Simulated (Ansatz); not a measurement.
C$_{5}$H$_{15}$O$_{2}$Si (SMILES CCO[SiH](C)[OH+]CC), charge +1, singlet, geometry from GFN2-xTB, with bond 11-1 at 1.5 times its length; B3LYP/STO-3G (Ansatz, a quantum-chemistry and plane-wave program).

Ansatz was given this input:
Ansatz 0.2 input:
```yaml
crystal:
  periodic: [false, false, false]
  atoms:
    - {symbol: C, position_ang: [2.94369932, 1.91177469, 0.71550495]}
    - {symbol: C, position_ang: [2.64124402, 0.60970739, -0.00095751]}
    - {symbol: O, position_ang: [1.23034019, 0.45642314, -0.11564129]}
    - {symbol: Si, position_ang: [0.26214938, -0.71284220, -0.59849238]}
    - {symbol: C, position_ang: [0.14484599, -2.26186060, 0.46752199]}
    - {symbol: O, position_ang: [-1.19706517, 0.23157620, -0.16869727]}
    - {symbol: C, position_ang: [-2.57050323, -0.06891096, -0.48509897]}
    - {symbol: C, position_ang: [-3.48893689, 0.46102128, 0.59570044]}
    - {symbol: H, position_ang: [4.01886965, 2.03260516, 0.80233655]}
    - {symbol: H, position_ang: [2.54227533, 2.75459528, 0.15936291]}
    - {symbol: H, position_ang: [2.29533248, 1.90468710, 2.21104777]}
    - {symbol: H, position_ang: [3.06763268, 0.60847316, -1.00682324]}
    - {symbol: H, position_ang: [3.04307334, -0.24286950, 0.55099586]}
    - {symbol: H, position_ang: [0.16235563, -0.85531801, -2.04114479]}
    - {symbol: H, position_ang: [-0.73270441, -2.86366227, 0.24628526]}
    - {symbol: H, position_ang: [0.11483817, -2.01364593, 1.52946283]}
    - {symbol: H, position_ang: [1.00638691, -2.90789398, 0.31757368]}
    - {symbol: H, position_ang: [-1.07031623, 1.16675901, 0.05768486]}
    - {symbol: H, position_ang: [-2.81443888, 0.36276476, -1.45966455]}
    - {symbol: H, position_ang: [-2.62611340, -1.15430626, -0.55532193]}
    - {symbol: H, position_ang: [-4.51458084, 0.19196662, 0.36207418]}
    - {symbol: H, position_ang: [-3.43148187, 1.54550862, 0.65987693]}
    - {symbol: H, position_ang: [-3.23563725, 0.03337901, 1.56234442]}
basis:
  gaussian:
    orbitals: STO-3G
hamiltonian:
  xc: b3lyp
total_charge: 1
scf: {lower_state_search: off}
magnetization: {spin_polarized: true}
```

Question: Write the output that Ansatz gives for this input, abridged.

Answer: 
```
Functional definition: B3LYP
these checks for a lower state are left out or cut short: stability, starts, cluster_reference, orbital_swaps, neighbouring_geometries, increment
816 factors; integrals over basis functions are off by at most 4.2e-5 eV
mean field evaluation 1: about -17180.7957 eV, gradient 2.1e1 eV
mean field evaluation 2: about -17178.4946 eV, gradient 3.1e1 eV
mean field evaluation 4: about -17183.6440 eV, gradient 1.1e0 eV
mean field evaluation 8: about -17183.5217 eV, gradient 2.5e-2 eV
mean field -17183.52170612 eV, -631.4827752906 hartree, gradient 7.2e-6 eV, S^2 0.000000; 0 other end points of the search recorded, 0 dependent functions left out
reference -17183.52200809 eV, -631.4827863876 hartree; 37, 37 occupied and 22, 22 virtual orbitals, 816 factors
Total energy: -17183.52200809 eV, -631.4827863876 hartree
Checks for a lower state left out: stability, starts, cluster_reference, orbital_swaps, neighbouring_geometries, increment
```
